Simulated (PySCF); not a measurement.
# Reading the logs of faulty runs: BH4NOSi

All numbers below are calculated, not measured. The program is PySCF 2.14.0, an open-source quantum chemistry code, run on an isolated molecule that a program drew, which may never have been made. The molecule is BH4NOSi (charge 0, singlet), drawn as the SMILES string `BO[Si]N`.

Each row is a Hartree-Fock (HF) and frozen-core CCSD(T) single point in the cc-pV(D+d)Z basis, meant for a local HF minimum. Run 1 is clean. Each other run has one planted mistake out of seven kinds, and not every kind appears here: one electron removed, one electron added, multiplicity raised by two, geometry at a saddle point, minimal basis STO-3G, one bond length entered in bohr, all coordinates scaled. The reference is restricted for singlets and unrestricted otherwise, and also for a bond in bohr. Adding or removing an electron swaps singlet and doublet. Electrons count all cores. HOMO and LUMO are orbital energies over both spins, the gradient is its largest component, and the lowest frequency (negative if imaginary) is given only where the gradient is small. Bond lengths are over the 7 bonds as drawn. T1 is the CCSD diagnostic: over 0.02 (restricted) or 0.045 (unrestricted) a single reference is doubtful.

Geometry of the clean run:
```xyz
8
BH4NOSi, angstrom
B    -0.3487    1.3391   -2.7297
O    -0.9579    0.6437   -1.7458
Si   -0.8111   -0.9856   -1.3101
N    -1.9074   -0.9531   -0.0197
H     0.4411    0.8009   -3.4660
H    -0.6101    2.5062   -2.8564
H    -2.4144   -0.1388    0.2778
H    -2.1160   -1.7634    0.5317
```

| run | electrons | basis functions | <S^2> | HOMO (eV) | LUMO (eV) | gradient (hartree/bohr) | lowest frequency (cm^-1) | mean bond (Å) | longest bond (Å) | T1 | HF (hartree) | CCSD(T) (hartree) | mistake |
|---|---|---|---|---|---|---|---|---|---|---|---|---|---|
| 1 | 38 | 85 | 0.000 | -9.32 | 2.34 | 1.3e-05 | 79 | 1.3074 | 1.694 | 0.0162 | -445.34928 | -445.92216 | no fault |
| 2 | 38 | 85 | 2.005 | -6.58 | 0.30 | 2.3e-02 | - | 1.3074 | 1.694 | 0.0205 | -445.25727 | -445.80165 | multiplicity raised by two |
| 3 | 38 | 85 | 0.734 | -9.46 | 2.00 | 2.4e-02 | - | 1.4348 | 1.894 | 0.0601 | -445.19984 | -445.77218 | ? |
| 4 | 38 | 85 | 0.000 | -9.64 | 1.92 | 4.1e-02 | - | 1.3872 | 1.797 | 0.0194 | -445.32269 | -445.90883 | ? |

**Which mistake was planted in run 3, and what did it cost?**

The mean bond changes by a factor of 1.097 and the longest by 1.118, so the molecule wasn't scaled as a whole. A length L in bohr read as angstrom grows by (1/0.5292 - 1) L = 0.890 L. The 7 bonds together grew by 7 x 0.1274 = 0.892 Å, which gives L = 1.002 Å. That is the length of one of the H-N bonds, 1.002 Å in the clean geometry. So the mistake is: one bond length entered in bohr. Subtracting run 1 and multiplying by 627.51 kcal/mol a hartree, the energy moved by 93.8 kcal/mol in HF and 94.1 kcal/mol in CCSD(T).

**Which mistake was planted in run 4, and what did it cost?**

The mean and the longest bond both change by the same factor, 1.061, and the gradient is no longer small. So the mistake is: all coordinates scaled. Subtracting run 1 and multiplying by 627.51 kcal/mol a hartree, the energy moved by 16.7 kcal/mol in HF and 8.4 kcal/mol in CCSD(T).

Cautions from the logs. Run 3: T1 is over the limit, so its CCSD(T) energy is less reliable.
